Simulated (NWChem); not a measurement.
System: CH₃FSi, singlet; SMILES F[Si]C

All runs: NWChem. Low-valent species are run as closed-shell singlets; no triplet was tried in these runs. Coordinates come from a PBE0/def2-SVP optimisation.

### Question
Predict the results for CAM-B3LYP/def2-TZVP. Quantities: highest occupied level (eV); orbital gap (eV); dipole (D).

### Answer
```
Quantity                     Result
---------------------------  ------
highest occupied level (eV)   -7.99
orbital gap (eV)               6.92
dipole (D)                     1.63
```
